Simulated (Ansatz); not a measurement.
The cluster Cd₂Se, 3 atoms. Hardware: 4 threads of Arm Neoverse V2 on a shared host.

In the def2 sets Cd takes a core potential; there is no spin–orbit coupling. Correlated methods freeze 9 core orbitals; core or outer-core shells of Cd, Se are correlated, in sets that lack core-valence functions.

Task: How many basis functions does each of these Ansatz runs have, and roughly what does it cost? PBE-D4/def2-TZVPD, charge 0 singlet, energy, from earlier orbitals; PBE0-D4/def2-TZVPD, charge -1 doublet at the geometry of the charge 0 singlet, energy; PBE-D4/def2-TZVP, charge 1 doublet, relaxation, 9 steps; r2SCAN-D4/def2-TZVP, charge 0 quintet, energy, from earlier orbitals; MP2/def2-TZVP, charge 0 triplet, energy, from earlier orbitals; PBE-D4/def2-TZVP, charge 1 doublet, energy, from earlier orbitals; PBE0-D4/def2-TZVP, charge 1 doublet, energy, from earlier orbitals; RPA@PBE/def2-TZVP, charge 0 singlet, energy, from earlier orbitals; PBE0-D4/def2-TZVPD, charge 0 singlet, energy, from earlier orbitals; r2SCAN-D4/def2-TZVP, charge 0 triplet, energy, from earlier orbitals; CCSD(T)/def2-TZVPP, charge 0 singlet, energy, from earlier orbitals; PBE0-D4/def2-SVP, charge 0 singlet, energy, from earlier orbitals.

Result: Other jobs shared the machine, so times can vary by a factor of up to 3. A dash marks memory too small to be measured apart from the calling script's.

| run | functions | fitting or Cholesky vectors | wall time | peak host memory (GiB) |
| --- | --- | --- | --- | --- |
| PBE0-D4/def2-SVP, charge 0 singlet, energy, from earlier orbitals | 94 | 963 | 1.4 s | – |
| PBE-D4/def2-TZVPD, charge 0 singlet, energy, from earlier orbitals | 137 | 1161 | 1.4 s | – |
| PBE-D4/def2-TZVP, charge 1 doublet, energy, from earlier orbitals | 128 | 1125 | 1.8 s | – |
| PBE0-D4/def2-TZVPD, charge 0 singlet, energy, from earlier orbitals | 137 | 1293 | 1.9 s | – |
| MP2/def2-TZVP, charge 0 triplet, energy, from earlier orbitals | 128 | 1078 | 2 s | – |
| RPA@PBE/def2-TZVP, charge 0 singlet, energy, from earlier orbitals | 128 | 1078 | 2.6 s | – |
| PBE0-D4/def2-TZVP, charge 1 doublet, energy, from earlier orbitals | 128 | 1078 | 3.1 s | – |
| PBE0-D4/def2-TZVPD, charge -1 doublet at the geometry of the charge 0 singlet, energy | 137 | 1114 | 3.7 s | – |
| r2SCAN-D4/def2-TZVP, charge 0 triplet, energy, from earlier orbitals | 128 | 1125 | 5 s | – |
| PBE-D4/def2-TZVP, charge 1 doublet, relaxation, 9 steps | 128 | 1125 | 14 s | – |
| r2SCAN-D4/def2-TZVP, charge 0 quintet, energy, from earlier orbitals | 128 | 1125 | 41 s | – |
| CCSD(T)/def2-TZVPP, charge 0 singlet, energy, from earlier orbitals | 160 | 1114 | 66 s | 1.9 |
